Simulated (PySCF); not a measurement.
**Bi(NC)3: from a saddle point downhill**

PySCF 2.14.0, RKS PBE0, Bi def2-SVP with ECP60, N def2-SVP, C def2-SVP; non-relativistic Hamiltonian with scalar-relativistic core potentials where named; density fitting; no spin-orbit coupling. Relaxed within the symmetry of its start, the geometry (D3h) is

```xyz
7

Bi    0.0000    0.0000    0.0000
N     2.2696    0.0000    0.0000
C     3.4589    0.0000    0.0000
N    -1.1348    1.9655    0.0000
C    -1.7294    2.9955    0.0000
N    -1.1348   -1.9655    0.0000
C    -1.7295   -2.9955    0.0000
```

and its lowest harmonic modes are -288, -62, -62, -18, -18, -14 cm⁻¹ (negative: unstable). It was moved along the lowest mode and relaxed again, within the group C3v that the move left.

Where does it end, and how much lower?

In C3v, 1.880 eV lower, after 18 steps:
```xyz
7

Bi    0.0000    0.0000    1.0869
N     1.8211    0.0000   -0.0497
C     2.9051    0.0000   -0.5245
N    -0.9105    1.5771   -0.0497
C    -1.4525    2.5159   -0.5245
N    -0.9105   -1.5771   -0.0497
C    -1.4526   -2.5159   -0.5245
```

How do the contacts change?


| contact | saddle (Å) | end (Å) |
| --- | --- | --- |
| Bi1–N2 (NC) | 2.270 | 2.147 |
| Bi1–N4 (NC) | 2.270 | 2.147 |
| Bi1–N6 (NC) | 2.270 | 2.147 |


Is the end a minimum?

Yes; lowest modes 65, 65, 69, 131, 131, 134 cm⁻¹.

State: singlet.
